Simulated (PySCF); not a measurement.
An equivalent PySCF input for Ir⁶⁰⁺ (iridium, charge +60), [Ne] 3s2 3p5, 2P determinant, with the spin-free X2C one-electron Hamiltonian (Gaussian nucleus):

```python
from pyscf import gto, scf, dft, mp, cc
mol = gto.M(atom="Ir 0 0 0", charge=60, spin=1, symmetry="D2h",
            basis=gto.etbs([(0, 17, 16, 2.5), (1, 12, 21, 2.5), (2, 4, 86, 2.7), (3, 4, 130, 2.7)]),
            nucmod="G")
mf = scf.UHF(mol).sfx2c1e()
mf.irrep_nelec = {'Ag': (3, 3), 'B1u': (2, 2), 'B2u': (2, 2), 'B3u': (2, 1)}
mf.kernel()
```

It reaches the same state as the run whose output follows, and the same energy. The run itself started from symmetry-adapted Hartree-Fock orbitals and held the occupation by maximum overlap, so the iterations belong to that start.

```
SCF conv_tol = 1e-09
number electrons alpha = 9  beta = 8
cycle= 1 E= -13911.8588689927  delta_E= -0.00779  |g|= 0.0678  |ddm|= 0.0213
cycle= 2 E= -13911.8589479055  delta_E= -7.89e-05  |g|= 0.00762  |ddm|= 0.00223
cycle= 3 E= -13911.8589489275  delta_E= -1.02e-06  |g|= 4.62e-05  |ddm|= 0.000281
cycle= 4 E= -13911.8589489275  delta_E= -3.09e-11  |g|= 1.32e-06  |ddm|= 1.1e-06
converged SCF energy = -13911.8589489275  <S^2> = 0.75024813  2S+1 = 2.0002481
```

Spin-orbit coupling, absent here, splits the open shell strongly.
